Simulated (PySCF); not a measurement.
Deuteron quadrupole couplings in `CCC(C)(C)CCF`

Compound: C7H15F.
Structure used (GFN2-xTB), in Å, numbered top down from 1:
```xyz
23
C7H15F angstrom
C      1.8544    0.2838   -1.2186
C      1.3097    0.1054    0.1947
C     -0.1199   -0.4591    0.2943
C     -0.5123   -0.5041    1.7760
C     -0.1630   -1.8905   -0.2523
C     -1.1383    0.3760   -0.5006
C     -1.2112    1.8468   -0.1153
F     -2.1735    2.4707   -0.8796
H      1.2673    1.0010   -1.7854
H      1.8647   -0.6596   -1.7573
H      2.8765    0.6529   -1.1697
H      1.3466    1.0674    0.7106
H      1.9728   -0.5735    0.7367
H     -0.4066    0.4714    2.2443
H      0.1284   -1.2022    2.3103
H     -1.5427   -0.8332    1.8902
H     -1.1426   -2.3305   -0.0798
H      0.5808   -2.5095    0.2440
H      0.0305   -1.9105   -1.3212
H     -0.9079    0.3142   -1.5657
H     -2.1323   -0.0557   -0.3593
H     -0.2757    2.3777   -0.3134
H     -1.5108    1.9881    0.9273
```

Level: PBE0/pcSseg-1 (PySCF, non-relativistic); Q(2H) = 0.00286 b; rigid geometry, the same for H and D, with no vibrational averaging.

Question: Rank these positions by the coupling χzz of a deuteron there, largest first.
A. H23 (methylene hydrogen)
B. H20 (methylene hydrogen)
C. H16 (methyl hydrogen)

Answer: C (212 kHz), B (204 kHz), A (195 kHz).

What are Vzz, η and χzz (234.96 MHz × Q × Vzz) at all hydrogens?

| atom | bonded to | bond length (Å) | Vzz (au) | η | χzz (kHz) |
| --- | --- | --- | --- | --- | --- |
| H9 | C1 | 1.086 | 0.3172 | 0.02 | 213 |
| H10 | C1 | 1.086 | 0.3176 | 0.01 | 213 |
| H11 | C1 | 1.088 | 0.3157 | 0.01 | 212 |
| H12 | C2 | 1.092 | 0.3041 | 0.02 | 204 |
| H13 | C2 | 1.093 | 0.3028 | 0.02 | 203 |
| H14 | C4 | 1.087 | 0.3166 | 0.02 | 213 |
| H15 | C4 | 1.088 | 0.3151 | 0.02 | 212 |
| H16 | C4 | 1.088 | 0.3156 | 0.02 | 212 |
| H17 | C5 | 1.088 | 0.3155 | 0.02 | 212 |
| H18 | C5 | 1.088 | 0.3162 | 0.02 | 212 |
| H19 | C5 | 1.086 | 0.3175 | 0.01 | 213 |
| H20 | C6 | 1.092 | 0.3032 | 0.03 | 204 |
| H21 | C6 | 1.093 | 0.3014 | 0.02 | 203 |
| H22 | C7 | 1.094 | 0.2910 | 0.07 | 196 |
| H23 | C7 | 1.094 | 0.2904 | 0.07 | 195 |

Give the 2H NMR doublet splittings at H23 for a magnetic field along the z, y and x axes of the gradient: 3χ/2, 3χ(1 + η)/4, 3χ(1 − η)/4.

With |χ| = 195.1 kHz and η = 0.075: 293, 157 and 135 kHz, to first order and without motion.

The structure is a single GFN2-xTB conformer in the gas phase; no vibrational or solvent corrections. GFN2-xTB bond lengths can be off by several hundredths of an ångström, more for odd bonds, and the gradients follow them. A larger basis could move these couplings by a tenth or more.
